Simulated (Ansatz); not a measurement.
The cluster SiPt₂, relaxed as a triplet with UKS PBE0-D4/def2-TZVP in Ansatz, starting from the PBE0-D4/def2-TZVP geometry of the neutral singlet. Force threshold 0.02 eV/Å.

In the def2 sets Pt takes a core potential; there is no spin–orbit coupling. At PBE0-D4/def2-TZVP a singlet of charge 0 lies 1.12 eV below the triplet, each at its own geometry. The structure comes from a short search, and lower isomers may exist.

Start:

```
atom   x (Å)   y (Å)   z (Å)
 Pt1  -0.726   0.498  -1.875
 Pt2   0.726  -0.498   1.875
 Si3   0.000   0.000   0.000
```

Estimate the energy that the relaxation releases and the steps that it takes.

69.4 kJ/mol, in 14 steps; 35 s on 4 threads of Arm Neoverse V1 on a shared host. The force fell under the threshold at step 4, but the optimiser went on and released 0.680 eV more. No frequencies were taken in this run, so the end may be a saddle point.

Does the start keep its bonding and symmetry?

Bonds formed: Pt1–Pt2 (atoms count from 1). Point group D∞h at the start, C2v at the end, both within 0.05 Å.

Predict the relaxed structure.


Cartesian coordinates in Å:
```
Pt -0.006 0.294 -1.488
Pt 0.989 -0.389 1.081
Si -0.983 0.096 0.406
```
Bond lengths (bridged metal pairs left out): 2 × Pt–Si 2.14 Å; 1 × Pt–Pt 2.84 Å.
